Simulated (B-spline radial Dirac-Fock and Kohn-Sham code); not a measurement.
# How the binding energies of Gd⁶⁺ add up

System: gadolinium as Gd⁶⁺ in the configuration [Kr] 4d10 4f6 5s2 5p4; nuclear rms radius 5.1569 fm (A = 158).

The run's input, task.json:

```json
{"items": [{
  "Z": 64,
  "q": 6,
  "cfg": [[1, 0, 2], [2, 0, 2], [2, 1, 6], [3, 0, 2], [3, 1, 6], [3, 2, 10], [4, 0, 2], [4, 1, 6], [4, 2, 10], [4, 3, 6], [5, 0, 2], [5, 1, 4]],
  "A": 158,
  "rrms": 5.1569,
  "do": ["binding"]
}]}
```

Run with: `python xray_run.py task.json out`

Model: Dirac-Fock ΔSCF + Breit + QED. Program: a radial finite-basis atomic code. Electron correlation is not included. Energies are counted from the vacuum level. Subshells whose hole state is unreliable or did not converge are left out.

All terms are in eV, carry their sign (relaxation lowers the binding energy) and add up to the binding energy; ⟨r⟩ is the mean radius of the orbital in the initial state.

| subshell | −ε (Koopmans) | relaxation | Gaunt | retardation | self-energy | vacuum polarisation | binding energy | ⟨r⟩ (bohr) |
| --- | --- | --- | --- | --- | --- | --- | --- | --- |
| K (1s) | 50625.6 | -74.34 | -155.67 | 13.53 | -87.90 | 14.37 | 50335.6 | 0.022 |
| L1 (2s) | 8546.4 | -41.01 | -15.92 | 1.06 | -11.81 | 1.80 | 8480.5 | 0.093 |
| L2 (2p1/2) | 8099.2 | -45.07 | -27.78 | 3.07 | 0.36 | 0.02 | 8029.8 | 0.078 |
| L3 (2p3/2) | 7401.5 | -42.95 | -19.61 | 3.90 | -0.64 | -0.08 | 7342.1 | 0.084 |
| M1 (3s) | 2010.4 | -19.88 | -2.63 | 0.14 | -2.60 | 0.38 | 1985.8 | 0.243 |
| M2 (3p1/2) | 1816.3 | -20.63 | -4.81 | 0.48 | 0.05 | 0.00 | 1791.4 | 0.233 |
| M3 (3p3/2) | 1670.3 | -19.69 | -3.19 | 0.68 | -0.14 | -0.02 | 1648.0 | 0.246 |
| M4 (3d3/2) | 1340.0 | -21.78 | -1.85 | 0.14 | 0.22 | -0.02 | 1316.7 | 0.218 |
| M5 (3d5/2) | 1308.6 | -21.41 | -1.16 | 0.15 | 0.13 | -0.02 | 1286.3 | 0.222 |
| N1 (4s) | 493.6 | -6.66 | -0.52 | 0.03 | -0.60 | 0.09 | 486.0 | 0.552 |
| N2 (4p1/2) | 415.9 | -6.41 | -0.95 | 0.10 | 0.03 | 0.00 | 408.7 | 0.565 |
| N4 (4d3/2) | 253.6 | -5.47 | -0.22 | 0.02 | 0.05 | -0.01 | 248.0 | 0.626 |
| N5 (4d5/2) | 247.5 | -5.29 | -0.08 | 0.02 | 0.04 | -0.01 | 242.2 | 0.636 |
| N6,7 (4f) | 99.54 | -3.92 | 0.14 | -0.02 | 0.03 | 0.00 | 95.76 | 0.766 |
| O1 (5s) | 131.4 | -0.71 | -0.09 | 0.00 | -0.11 | 0.02 | 130.5 | 1.275 |
| O2,3 (5p) | 103.8 | -0.55 | -0.11 | 0.02 | 0.00 | 0.00 | 103.2 | 1.438 |

For the deepest level, K (1s), the Breit terms make up -0.282 % of the binding energy, QED -0.146 % and orbital relaxation -0.148 %.

Spin-orbit splittings: 2p 687.7 eV, 3p 143.5 eV, 3d 30.40 eV, 4d 5.76 eV.

Going to the tabulated ground configuration of the next ion removes an electron from O2,3 (5p), computed at 103.2 eV. NIST lists 106 ± 5 eV as the ionisation energy of this species (theoretical), +2.82 eV from the computed value, within the stated uncertainty.
